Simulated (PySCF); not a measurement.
2-bromobut-1-en-3-yne (C4H3Br), SMILES C(C(=C)Br)#C. Coordinates come from a B3LYP-D3(BJ)/def2-SVP optimisation.

These are B3LYP-D3(BJ)/def2-SVP run with PySCF values and carry that method's errors.

Harmonic wavenumbers (cm⁻¹): 154, 264, 330, 428, 563, 608, 680, 707, 709, 906, 917, 1147, 1396, 1665, 2214, 3156, 3267, 3469. Rotational constants (GHz): 5.934, 2.095, 1.548; symmetry number 1.

Work out the zero-point energy and the ideal-gas rigid-rotor harmonic-oscillator thermochemistry at 298.15 K and 1 atm.

ZPE = ½ Σ hcν = ½ × 22579 cm⁻¹ = 32.28 kcal/mol. H − E(el) = 36.27 kcal/mol. Entropy in cal/(mol K): translation 40.52, rotation 27.22, vibration 8.60, total 76.34. G − E(el) = 13.51 kcal/mol. Cp = 20.60 cal/(mol K).
